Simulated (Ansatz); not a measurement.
Reaction (formal exchange of groups at a Ge–C bond): `[CH3][GeH]([CH3])[C]#N` + `OCO` → `[CH3][GeH2][CH3]` + `N#COCO`

Computed with Ansatz on PBE0-D4/def2-TZVP structures; ΔE is electronic, products minus reactants. CBS: MP2 limit from def2 TZ/QZ plus the TZ coupled-cluster correction, frozen cores. This one scheme is used for every species. Functionals use def2-TZVPP. B3LYP here is the variant with VWN-RPA as its local correlation; programs differ in this. For Ge outer-core shells are correlated without core-valence functions, which leaves a few kJ/mol of doubt a bond. Scalar relativity is left out up to krypton. One conformer a species, not always the lowest.

```json
{"level": "PBE-D4", "ΔE (kJ/mol)": "103.1", "difference from CCSD(T)/CBS": "-28.8"}
{"level": "r2SCAN-D4", "ΔE (kJ/mol)": "108.2", "difference from CCSD(T)/CBS": "-23.7"}
{"level": "PBE0-D4", "ΔE (kJ/mol)": "110.6", "difference from CCSD(T)/CBS": "-21.3"}
{"level": "B3LYP-D4", "ΔE (kJ/mol)": "112.9", "difference from CCSD(T)/CBS": "-19.0"}
{"level": "ωB97M-V", "ΔE (kJ/mol)": "122.8", "difference from CCSD(T)/CBS": "-9.1"}
{"level": "PBE", "ΔE (kJ/mol)": "101.9", "difference from CCSD(T)/CBS": "-30.0"}
{"level": "r2SCAN", "ΔE (kJ/mol)": "107.8", "difference from CCSD(T)/CBS": "-24.1"}
{"level": "HF/def2-TZVPP", "ΔE (kJ/mol)": "123.5", "difference from CCSD(T)/CBS": "-8.4"}
{"level": "MP2/def2-TZVPP", "ΔE (kJ/mol)": "135.4", "difference from CCSD(T)/CBS": "3.5"}
{"level": "SCS-MP2/def2-TZVPP", "ΔE (kJ/mol)": "134.0", "difference from CCSD(T)/CBS": "2.1"}
{"level": "CCSD(T)/def2-TZVPP", "ΔE (kJ/mol)": "130.4", "difference from CCSD(T)/CBS": "-1.5"}
{"level": "HF/def2-QZVPP", "ΔE (kJ/mol)": "123.1", "difference from CCSD(T)/CBS": "-8.8"}
{"level": "MP2/def2-QZVPP", "ΔE (kJ/mol)": "136.1", "difference from CCSD(T)/CBS": "4.2"}
{"level": "SCS-MP2/def2-QZVPP", "ΔE (kJ/mol)": "134.9", "difference from CCSD(T)/CBS": "3.0"}
{"level": "MP2/CBS(def2)", "ΔE (kJ/mol)": "136.9", "difference from CCSD(T)/CBS": "5.0"}
{"level": "CCSD/CBS(def2)", "ΔE (kJ/mol)": "133.4", "difference from CCSD(T)/CBS": "1.5"}
{"level": "CCSD(T)/CBS", "ΔE (kJ/mol)": "131.9", "difference from CCSD(T)/CBS": "0"}
```

Largest T1 diagnostic among the species: 0.014.

From PBE to PBE0 (25 % exact exchange), in def2-TZVPP and without D4, ΔE moves by +7.5 kJ/mol. In def2-TZVPP, CCSD(T) changes the Hartree–Fock value by +7.0 kJ/mol (the triples alone add −1.5 kJ/mol) and MP2 by +11.9 kJ/mol.
